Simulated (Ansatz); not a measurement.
As(OEt)3 (C₆H₁₅AsO₃), relaxed as a singlet with RKS r2SCAN-D4/def2-SVP in Ansatz, starting from the GFN2-xTB geometry. Force threshold 0.03 eV/Å.

Start:

```xyz
25

As   -1.1121   -1.0359    0.3247
O     0.5880   -1.5646    0.1566
C     1.3718   -1.7951    1.3152
C     2.8377   -1.7485    0.9117
H     1.1664   -1.0272    2.0692
H     1.1285   -2.7803    1.7374
H     3.4649   -1.9557    1.7752
H     3.0333   -2.4893    0.1397
H     3.0816   -0.7648    0.5181
O    -0.7707    0.3391    1.4150
C    -1.6352    1.4623    1.4164
C    -0.9206    2.6074    2.1169
H    -1.8839    1.7465    0.3882
H    -2.5641    1.2164    1.9489
H    -1.5735    3.4748    2.1675
H    -0.6420    2.3091    3.1245
H    -0.0182    2.8689    1.5712
O    -1.1570   -0.0703   -1.1813
C    -0.7947   -0.6785   -2.4092
C    -0.5711    0.4227   -3.4342
H     0.1214   -1.2657   -2.2816
H    -1.5981   -1.3483   -2.7455
H    -0.3177   -0.0144   -4.3967
H    -1.4731    1.0206   -3.5381
H     0.2387    1.0709   -3.1100
```

```csv
step,energy (eV),largest force component (eV/Å),SCF passes
1,-73425.6945,0.569,20
2,-73425.7433,0.222,21
3,-73425.7511,0.042,20
4,-73425.7535,0.053,21
5,-73425.7584,0.180,20
6,-73425.7635,0.145,20
7,-73425.7707,0.134,19
8,-73425.7734,0.173,19
9,-73425.7759,0.137,22
10,-73425.7783,0.015,21
11,-73425.7796,0.021,20
12,-73425.7796,0.092,19
13,-73425.7810,0.026,21
```

Force components are those of the run's own axes.

End:

```xyz
25

As   -0.763   -0.722    0.228
O     0.967   -1.172    0.197
C     1.528   -1.766    1.364
C     2.974   -2.102    1.071
H     1.461   -1.060    2.215
H     0.970   -2.683    1.649
H     3.453   -2.562    1.950
H     3.042   -2.805    0.226
H     3.529   -1.190    0.804
O    -0.522    0.748    1.219
C    -1.636    1.614    1.417
C    -1.206    2.726    2.348
H    -1.968    2.029    0.446
H    -2.495    1.060    1.852
H    -2.035    3.428    2.527
H    -0.879    2.314    3.315
H    -0.362    3.282    1.910
O    -0.730    0.138   -1.339
C    -0.729   -0.641   -2.532
C    -0.788    0.306   -3.711
H     0.190   -1.258   -2.578
H    -1.595   -1.335   -2.553
H    -0.783   -0.252   -4.661
H    -1.703    0.917   -3.668
H     0.079    0.984   -3.697
```

By distances, no bond broke or formed. The bond that changes most is C12–H15, from 1.09 to 1.10 Å (atoms count from 1).

The force fell under the threshold at step 10, but the optimiser went on and released 0.003 eV more. No frequencies were taken in this run, so the end may be a saddle point.

Hardware: 4 threads of Intel Xeon on a shared host. Wall time 2.9 min.
